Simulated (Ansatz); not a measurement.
`B[O][Al]1[BH][SiH2]1`. The species carries charge 0 and has multiplicity 1.

Cartesian coordinates in Å:
```
B 0.153 -2.694 -0.233
O -0.354 -1.602 0.364
Al -0.484 0.068 0.555
B -0.843 1.972 1.017
Si 0.366 2.167 -0.378
H -0.204 -3.778 0.142
H 0.951 -2.573 -1.128
H -1.465 2.660 1.752
H 1.157 3.059 -1.271
H 0.721 0.721 -0.820
```

What are the harmonic wavenumbers in cm⁻¹ at PBE0-D4/def2-TZVP (Ansatz, finite differences of forces, unscaled)? (An estimate is asked.)

The calculation gave: 33, 54, 104, 175, 203, 244, 298, 369, 504, 628, 695, 748, 795, 863, 1008, 1062, 1170, 1241, 1413, 1906, 2197, 2528, 2614, 2728.

Is this a minimum?

Yes, all 24 modes are real.

Give the ideal-gas thermochemistry at 298.15 K and 1 bar (rigid rotor, harmonic oscillator; point group Cs, symmetry number 1).

Zero-point energy 141.0 kJ/mol; H(298) − E = 165.8 kJ/mol; entropy 383.3 J/(mol·K), of which translation 166.0, rotation 113.6, vibration 103.6; G(298) − E = 51.6 kJ/mol. Modes under 100 cm⁻¹ are hindered rotations or soft bends, so the harmonic entropy is rough.
